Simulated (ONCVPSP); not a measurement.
**Before and after: ONCV potential for bromine**

* Element: Br (Z = 35)
* Generator: ONCVPSP 4.0.1
* Type: optimised norm-conserving Vanderbilt (ONCV)
* Functional: LDA (Perdew-Wang 92)
* Relativity: scalar-relativistic
* Frozen core: [Ne]
* Valence charge: 25
* Reference configuration: 3s2 3p6 3d10 4s2 4p5
* Partial waves: 3s+4s: rc 0.75 bohr, ncon 4, nbas 8, qcut 17.9 1/bohr, 2 projectors; 3p+4p: rc 0.75 bohr, ncon 4, nbas 8, qcut 22.4 1/bohr, 2 projectors; 3d: rc 0.65 bohr, ncon 4, nbas 7, qcut 21.1 1/bohr, local
* Local potential: the d channel
* Core correction: none

All-electron outer shells of the reference configuration (LDA (PZ), scalar-relativistic, ld1.x):

| shell | level (eV) | outermost node (bohr) | outermost maximum (bohr) |
| --- | --- | --- | --- |
| 2s | -1730.55 | 0.06 | 0.16 |
| 2p | -1527.86 | – | 0.13 |
| 3s | -237.20 | 0.23 | 0.48 |
| 3p | -173.21 | 0.21 | 0.48 |
| 3d | -67.00 | – | 0.43 |
| 4s | -20.32 | 0.67 | 1.41 |
| 4p | -8.01 | 0.70 | 1.66 |

Change: all radii scaled by about 0.91 (s 0.68, p 0.68, d 0.60 bohr).

Cutoffs: the cutoffs (Ha) at which the residual kinetic energy of the hardest occupied pseudo-wave falls to 1 and 0.1 mHa per electron; they do not see the model core or the augmentation charge, which bear on the density cutoff. Errors are all-electron minus pseudo energies relative to the spin-unpolarised reference configuration.

How do hardness, ghosts and transferability respond?

The potential gets harder (206 Ha and 292 Ha → 226 Ha and 470 Ha); a bound ghost appears in p, which as a rule spoils a file; of the 4 tests that both files solve, the error grows in 1 and shrinks in 3 by more than 15 % and 0.3 meV (median size 5.4 → 2.9 meV). A smaller radius makes the pseudo-wave follow the all-electron one further in, where it bends more sharply, so more plane waves are needed.

```csv
quantity,base,changed
"cutoff, loose",206 Ha,226 Ha
"cutoff, tight",292 Ha,470 Ha
loose cutoff by channel,"s 115 Ha, p 121 Ha, d 206 Ha","s 125 Ha, p 148 Ha, d 226 Ha"
bound ghosts,none,p
GHOST(+) flags under 300 eV,none,none
"error for 3s2 3p6 3d10 4s2 4p4, meV [ΔE 12.70 eV]",-3.0,+1.3
"error for 3s2 3p6 3d10 4s2 4p3, meV [ΔE 35.65 eV]",-7.8,+2.4
"error for 3s2 3p6 3d10 4s2 4p2, meV [ΔE 69.86 eV]",-14,+3.3
"error for 3s2 3p6 3d9 4s2 4p6, meV [ΔE 64.47 eV]",-0.7,-7.6
```

 A true bound ghost makes a file unfit for plane-wave use even where its test errors are small: the radial tests pick states by their node count and pass the ghost by.
